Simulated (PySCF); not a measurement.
BiH₃, SMILES [BiH3]. Geometry: B3LYP-D3(BJ)/def2-TZVPD. The def2 effective core potentials stand for the cores of Bi; spin–orbit coupling is left out.

Level of theory: B3LYP-D3(BJ)/def2-TZVPD in PySCF.

Harmonic wavenumbers (cm⁻¹): 758, 771, 771, 1793, 1801, 1801. Rotational constants (GHz): 78.54, 78.54, 77.00; symmetry number 3.

### Question
Work out the zero-point energy and the ideal-gas rigid-rotor harmonic-oscillator thermochemistry at 298.15 K and 1 atm.

### Answer
ZPE = ½ Σ hcν = ½ × 7695 cm⁻¹ = 46.02 kJ/mol. H − E(el) = 56.65 kJ/mol. Entropy in J/(mol K): translation 175.55, rotation 62.69, vibration 3.01, total 241.25. G − E(el) = -15.28 kJ/mol. Cp = 42.46 J/(mol K).
